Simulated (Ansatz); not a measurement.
`CC(C)B(F)F` + `N[SiH3]` → `FB(F)N[SiH3]` + `CCC` at 400 K and 1 bar (ligand exchange at a B–C bond).

Gas-phase electronic energies from Ansatz, PBE0-D4/def2-TZVP geometries. CCSD(T)/CBS adds triple-zeta CCSD(T) − MP2 to the extrapolated MP2 energy (def2 sets, frozen cores). This one scheme is used for every species. One conformer a species, not always the lowest.

```json
{"species": "`CC(C)B(F)F`", "CCSD(T)/CBS energy (Eh)": "-342.89198", "H − E (kJ/mol)": "305.7", "S (J/(mol·K))": "393.2"}
{"species": "`N[SiH3]`", "CCSD(T)/CBS energy (Eh)": "-346.80422", "H − E (kJ/mol)": "153.0", "S (J/(mol·K))": "285.3"}
{"species": "`FB(F)N[SiH3]`", "CCSD(T)/CBS energy (Eh)": "-570.75785", "H − E (kJ/mol)": "167.2", "S (J/(mol·K))": "371.5"}
{"species": "`CCC`", "CCSD(T)/CBS energy (Eh)": "-118.98051", "H − E (kJ/mol)": "294.1", "S (J/(mol·K))": "291.8"}
```

H − E and S are ideal-gas, rigid-rotor, harmonic terms from PBE0-D4/def2-TZVP, for one conformer and one mirror image of each species. 1 Eh = 2625.50 kJ/mol, R = 8.31446 J/(mol·K).

Problem. By hand: ΔE, ΔH, ΔS and ΔG.

Solution. ΔE = (-570.75785) + (-118.98051) − (-342.89198) − (-346.80422) = -0.04216 Eh = -110.7 kJ/mol. Δ(H − E) = 167.2 + 294.1 − 305.7 − 153.0 = 2.6, so ΔH = -108.1 kJ/mol. ΔS = 371.5 + 291.8 − 393.2 − 285.3 = -15.2 J/(mol·K). ΔG = -108.1 − 400 × (-15.2)/1000 = -102.0 kJ/mol.

Problem. By hand: the equilibrium constant, and the temperature at which ΔG would vanish if ΔH and ΔS stayed fixed.

Solution. log₁₀ K = −ΔG/(RT ln 10) = 13.3. ΔG = 0 at ΔH/ΔS = 7112 K, far beyond where these terms or the molecules hold.

ΔH outweighs TΔS. A doubt of 5 kJ/mol in ΔE shifts log₁₀ K by 0.7 here. Other conformers and mirror images would add mixing entropy, several J/(mol·K) or more a flexible species. Modes under 60 cm⁻¹, often nearly free rotors, make the harmonic entropy too high. These are equilibria of isolated gas molecules and say nothing of rates. Largest T1 diagnostic: 0.012 (customary marks: 0.02 for closed shells, 0.045 for open ones).
